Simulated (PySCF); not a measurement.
System: C3H9O, charge 1, multiplicity 1. It need not be the lowest isomer of its formula. SMILES: CCC[OH2+]
Coordinates optimised at B3LYP-D3(BJ)/def2-TZVP (Ansatz):
```xyz
13

C     -1.9407    -0.2012    -0.3165
C     -0.6292    -0.0473     0.4691
C      0.5116     0.0485    -0.4966
O      1.8247     0.2509     0.3340
H     -1.9381    -1.1020    -0.9309
H     -2.1216     0.6603    -0.9597
H     -2.7700    -0.2758     0.3843
H     -0.6656     0.8506     1.0884
H     -0.4950    -0.9138     1.1240
H      0.5053     0.9437    -1.1119
H      0.6860    -0.8492    -1.0852
H      2.6451     0.2565    -0.1937
H      1.9057    -0.3772     1.0762
```
Charge +1, spin multiplicity 1.

Dispersion corrections to the total energy (kcal/mol) from the dftd3 and dftd4 libraries through PySCF: D3(BJ) without and D4 with the three-body term, each with the damping fitted for the functional named.

```
functional  D3(BJ)     D4
----------  ------  -----
BP86         -6.96  -4.49
HSE06        -2.83  -2.69
r2SCAN           …  -0.91
CAM-B3LYP        …  -2.89
PBE              …  -3.54
B2GP-PLYP    -2.36  -1.45
TPSSh        -5.39  -4.35
```

**Question.** Fill in the missing entries.

**Answer.** 
- r2SCAN, D3(BJ): -1.34
- CAM-B3LYP, D3(BJ): -3.39
- PBE, D3(BJ): -4.90
